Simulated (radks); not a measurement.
The magnesium ion Mg4+, 8 electrons, occupied as [He] 2s2 2p3 3s1 (not the ground configuration).

All-electron calculation, scalar-relativistic Kohn-Sham, BLYP, spin-polarised, spherical densities, point nucleus; open shells are filled with parallel spins first. Program: a radial shooting solver on a logarithmic mesh with Libxc functionals.

Energy parts (Ry):
part                      energy
total                 -379.09510
kinetic                379.89363
electron-nucleus      -851.26824
Hartree                119.65235
exchange-correlation   -27.37283

Orbitals (lengths in bohr, moments of r in powers of bohr; r(max) is where P^2 peaks):
orbital  occ.  eigenvalue (Ry)   <1/r>    <r^2>   r(max)
1s up       1        -102.1266   11.63  0.02297  0.08509
1s down     1        -101.7526   11.66  0.02280  0.08497
2s up       1        -13.35157   2.344   0.4643   0.5159
2s down     1        -12.59041   2.285   0.4855   0.5228
2p up       3        -11.14718   2.255   0.4057   0.4333
2p down     0        -10.30556   2.201   0.4339   0.4424
3s up       1         -3.90048  0.7908    3.591    1.622

The highest occupied level is 3s up at -53.069 eV. The configuration is held as typed, so some empty levels lie below it. Spin moment in Bohr magnetons: 4.
